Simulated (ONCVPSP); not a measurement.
Zn: excitation energies, all-electron against ONCV

ONCVPSP 4.0.1 input, shortened (lines: element, Z, core and valence counts, functional; n l f; lmax; l rc ep ncon nbas qcut; lloc lpopt rc5 dvloc0; l nproj debl; icmod fcfact rcfact), PBE, fully relativistic:

```
  Zn 30.00    3    4        4      upf
    1    0    2.00
    2    0    2.00
    2    1    6.00
    3    0    2.00
    3    1    6.00
    3    2   10.00
    4    0    2.00
    3
    0    1.00    0.00    4    8   11.20
    1    0.65    0.00    4    7   11.50
    2    0.70    0.00    4    7   15.60
    3    0.85    0.44    3    8   14.20
    4    5    0.60    4.00
    0    3    2.20
    1    1    2.80
    2    2    3.40
    3    1    1.90
    0    0.00    0.00
```

Open shells are filled in proportion to 2j + 1.

Energies are relative to the spin-unpolarised reference configuration 3s2 3p6 3d10 4s2; without spin polarisation the order of configurations can differ from experiment.

| valence configuration | charge | ΔE all-electron (eV) | error AE − PS (meV) |
| --- | --- | --- | --- |
| 3s2 3p6 3d10 4s1 | +1 | 9.889 | +0.9 |
| 3s2 3p6 3d9 4s0 | +3 | 68.865 | +3.0 |
| 3s2 3p6 3d9 4s2 4p1 | 0 | 12.243 | +23 |

Task: What are ΔE and the potential's error for 3s2 3p6 3d10 4s0?

Result: ΔE = 28.332 eV all-electron; the error (AE − PS) is +3.5 meV.
